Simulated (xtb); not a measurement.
Here is a job for xtb.
```
$ xtb mol.xyz --gfn 2 --chrg 1 --opt vtight --json

# file mol.xyz
5

O      1.02500405    -0.33457729    -0.02907707
Si    -0.57073666     0.11084135    -0.01241613
H      1.88879089    -0.18531770    -0.00400932
H     -0.91385181     1.47238792     0.09241477
H     -1.35455097    -1.13868153    -0.06161999
```

### Question
Give the HOMO-LUMO gap at the level GFN2-xTB run with xtb 6.7.1.

### Answer
4.52 eV

### Question
What is the computed total energy at the end of the optimisation (GFN2-xTB)?

### Answer
-6.927638 Ha
